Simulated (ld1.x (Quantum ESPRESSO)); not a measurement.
**Scattering properties, ultrasoft potential for Sb (Z = 51)**

ld1.x (Quantum ESPRESSO) 7.5 input, shortened:

```
&input
   title='Sb', zed=51., rel=1, dft='PBE', iswitch=3,
   config='[Kr] 4d10 5s2 5p3'
 /
 &inputp
   pseudotype=3, tm=.true., lloc=-2, rcloc=2.20,
   nlcc=.false.
 /
4
5S  1  0   2.00   0.00  1.60  2.05  0.0
5S  1  0   0.00   0.10  1.60  2.05  0.0
5P  2  1   3.00   0.00  2.15  2.50  0.0
5P  2  1   0.00   2.60  2.15  2.50  0.0
 &test
   configts(1)='5s2 5p3'
 /
```

The phase is arctan(r·u′/u) with u = r·R(r), unwrapped; energies in Ry, scanned from -3 to 5 Ry. A pole is an energy at which the radial function vanishes at the test radius. The pseudo phase is shifted by a multiple of π to meet the all-electron one at the reference energy, and phase errors are pseudo minus all-electron; the curves can meet again beyond the range given. Levels narrower than the energy grid can be missing from the lists of poles.

```csv
channel,radius (bohr),reference energy (Ry),"poles, all-electron","poles, pseudo",unbroken range about the reference energy with phases within 0.05 rad,phase error 1 Ry above the reference energy (rad)
s,2.72,-0.94,0.03,0.03,the whole range,-0.000
p,2.72,-0.35,1.24,"1.26, 1.79",below 1.4,+0.017
```

A Bessel basis up to 400 Ry misses an occupied level by 0.08 Ry, so cutoffs and ghosts were not judged.

Phases in the s channel:

| E (Ry) | all-electron | pseudo |
| --- | --- | --- |
| -3.00 | 1.285 | 1.285 |
| -2.52 | 1.225 | 1.225 |
| -2.04 | 1.107 | 1.107 |
| -1.56 | 0.748 | 0.747 |
| -1.08 | -0.669 | -0.669 |
| -0.60 | -1.357 | -1.357 |
| -0.12 | -1.538 | -1.538 |
| 0.36 | -1.628 | -1.628 |
| 0.84 | -1.694 | -1.694 |
| 1.32 | -1.757 | -1.757 |
| 1.80 | -1.835 | -1.834 |
| 2.28 | -1.957 | -1.954 |
| 2.76 | -2.206 | -2.198 |
| 3.24 | -2.887 | -2.859 |
| 3.72 | -3.881 | -3.859 |
| 4.20 | -4.293 | -4.285 |
| 4.68 | -4.458 | -4.454 |
